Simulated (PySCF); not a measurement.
[GaCl4]- (charge -1).
Bonds: Ga1–Cl2, Ga1–Cl3, Ga1–Cl4, Ga1–Cl5.

Method used: PBE0-D3(BJ)/def2-SVP geometry optimisation, gas phase in PySCF.

(1) How far are the bound atoms from Ga1?

(2) List the angles at Ga1.

(3) What is the shape at Ga1?

(4) What are the rotational constants (commonest isotopes, rigid rotor)?

Answers

(1) 4 atoms: Cl3 2.203 Å, Cl5 2.206 Å, Cl2 2.207 Å, Cl4 2.207 Å.

(2) 
```csv
angle,degrees,distance of the outer atoms (Å)
Cl2–Ga1–Cl5,109.9,3.61
Cl2–Ga1–Cl4,109.8,3.61
Cl4–Ga1–Cl5,109.5,3.60
Cl2–Ga1–Cl3,109.3,3.60
Cl3–Ga1–Cl4,109.3,3.60
Cl3–Ga1–Cl5,109.0,3.59
```

(3) Tetrahedral: angles from 109.0° to 109.9°; τ4 = (360° − α − β)/141° = 0.99 with α and β the two widest (0 for a square, 1 for a tetrahedron). Differences among atoms that Td makes equivalent are scatter left by the optimiser.

(4) A = 1118, B = 1115, C = 1109 MHz: a spherical top.

Point group: Td (every atom within 0.08 Å of its image). Charge -1, singlet. The geometry's basis has no diffuse functions, a weakness for an anion. No frequency check.
